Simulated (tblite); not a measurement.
Parent: `[CH:1]#[C:2][CH2:3][C@H:4]([F:5])[SiH2:6][CH3:7]` with C2–C3–C4–F5 -172°, C3–C4–Si6–C7 176°, C5H9FSi.

The geometries are computed with GFN2-xTB (gas phase). One conformer each, not checked by frequencies here.

| coordinate of the parent | value |
| --- | --- |
| C1≡C2 | 1.197 Å |
| C2–C3 | 1.446 Å |
| C3–C4 | 1.529 Å |
| C4–F5 | 1.395 Å |
| C4–Si6 | 1.927 Å |
| Si6–C7 | 1.894 Å |
| C1–C2–C3 | 178.8° |
| C2–C3–C4 | 111.1° |
| C3–C4–F5 | 107.7° |
| C3–C4–Si6 | 114.3° |
| F5–C4–Si6 | 108.1° |
| C4–Si6–C7 | 107.7° |

Problem. How does the shared frame change in `[CH:1]#[C:2][CH2:3][C@@:4]([F:5])([SiH2:6][CH3:7])[S:8][CH3:9]` with C2–C3–C4–F5 179°, C3–C4–Si6–C7 -171°, C3–C4–S8–C9 59°, C6H11FSSi? Atoms pair as C1 = C1, C2 = C2, C3 = C3, C4 = C4, F5 = F5, Si6 = Si6, C7 = C7 (parent first).

Solution. 
```tsv
parent	relative	value in the relative	change
C1≡C2	C1≡C2	1.196 Å	-0.001
C2–C3	C2–C3	1.445 Å	-0.001
C3–C4	C3–C4	1.526 Å	-0.003
C4–F5	C4–F5	1.397 Å	+0.002
C4–Si6	C4–Si6	1.937 Å	+0.010
Si6–C7	Si6–C7	1.891 Å	-0.003
C1–C2–C3	C1–C2–C3	178.4°	-0.4
C2–C3–C4	C2–C3–C4	111.6°	+0.5
C3–C4–F5	C3–C4–F5	106.7°	-1.0
C3–C4–Si6	C3–C4–Si6	114.1°	-0.2
F5–C4–Si6	F5–C4–Si6	107.7°	-0.4
C4–Si6–C7	C4–Si6–C7	107.0°	-0.7
```

Of the parent's bonds, C4–Si6 changes most (+0.010 Å). Bonds of the relative outside the shared frame: C4–S8 1.827, S8–C9 1.820 Å. Point group C1 → C1.
